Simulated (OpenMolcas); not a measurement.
# Fe4+: effect of the basis set

* Program: OpenMolcas 26.06
* Method: MS-CASPT2, IPEA 0.25 Eh, imaginary shift 0.1 Eh (closed shells correlated: 3s 3p)
* Active space: 4 electrons in 10 orbitals (3d 4d)
* State averaging: 2S+1 = 5 even, 5 roots; 2S+1 = 3 even, 45 roots; 2S+1 = 1 even, 44 roots
* Spin-orbit coupling: RASSI with atomic mean-field integrals over the reference wave functions, term energies averaged over their components

A. ANO-RCC-VTZP [6s5p3d2f1g], DKH2, point nucleus; CASPT2 step roughly 16 core-minutes
B. ANO-R2 [6s5p4d2f1g], X2C, finite nucleus; CASPT2 step of the order of 19 core-minutes
C. ANO-RCC-VQZP [7s6p4d3f2g1h], DKH2, point nucleus; CASPT2 step of the order of 10 core-minutes

Energies in cm⁻¹ above 3d⁴ ⁵D₀, the measured ground level; measured values from Corliss and Sugar, J. Phys. Chem. Ref. Data 11, 135 (1982).

```tsv
Level	A	B	C	Measured
3d⁴ ⁵D₀	0.0	0.0	0.0	0.0
3d⁴ ⁵D₁	155	149	149	142
3d⁴ ⁵D₂	455	437	436	417
3d⁴ ⁵D₃	884	850	849	803
3d⁴ ⁵D₄	1426	1371	1370	1283
3d⁴ ³P₀(1)	24810	24560	24560	24055
3d⁴ ³H₄	25540	25470	25280	24932
3d⁴ ³P₁(1)	25740	25450	25450	24973
3d⁴ ³H₅	25890	25810	25620	25226
3d⁴ ³H₆	26280	26190	25990	25528
3d⁴ ³P₂(1)	27300	26970	26960	26468
3d⁴ ³F₂(1)	27570	27350	27290	26761
3d⁴ ³F₃(1)	27670	27450	27390	26842
3d⁴ ³F₄(1)	27850	27630	27570	26974
3d⁴ ³G₃	30670	30530	30430	29817
3d⁴ ³G₄	31070	30920	30810	30147
3d⁴ ³G₅	31410	31250	31140	30430
3d⁴ ³D₃	37820	37550	37570	36630
3d⁴ ³D₂	37950	37670	37690	36758
3d⁴ ³D₁	38070	37780	37800	36925
3d⁴ ¹G₄(1)	38330	38000	37870	36586
3d⁴ ¹I₆	38800	38700	38360	37512
3d⁴ ¹S₀	41480	40920	40900	39633
3d⁴ ¹D₂	48230	47880	47880	46291
```

Deviations, from unrounded energies. A percentage is the sum of absolute deviations over the sum of measured energies, with the sign that they share, or ± where signs differ.

| Against measurement | Levels | A | B | C |
| --- | --- | --- | --- | --- |
| mean absolute deviation (cm-1) | 23 | 880 | 680 | 620 |
| fine structure of the ground term (%) | 4 | +10.4 | +6.1 | +6.0 |
| other terms of the ground configuration (%) | 19 | +3.4 | +2.6 | +2.4 |

C lies closest to measurement on these levels and A furthest from it. The largest miss of C in the table is 3d⁴ ¹D₂, by +1600 cm-1. The ranking rests on the paired levels alone, and a cruder setting can come out closer through cancelling errors.

The two smallest mean deviations differ by little beside CASPT2's spread within terms, so their order carries little weight.

Among A to C the level of the table that moves most is 3d⁴ ¹S₀, by 580 cm-1 (lowest in C, highest in A). Moves below CASPT2's spread within the term are not significant.

Term energies are means over components that CASPT2 splits; among the terms shown or strongly mixed into the levels shown the widest spread is 1300 cm-1 (3d⁴ ¹I, C). Active for correlation alone: 4d; no level in the range computed is led by a configuration that fills it, so any true level of that kind is missing. The CASPT2 spread within a term exceeds the gap to the next term for 3d⁴ ¹G(1) and 3d⁴ ¹I, so the order of their levels is uncertain (figures for A; the like holds for B, C). Computed and measured levels are paired by configuration, term and J; levels that our copy of the source lacks, or whose pairing is in doubt (as where it misses far off the trend of its configuration), stay unpaired and out of the deviations. Levels of configurations outside the active space are missing. The table leaves out levels that lie high or whose names do not pair safely across all columns.

A number in round brackets counts repeated terms of one configuration in the order of the reference energies.
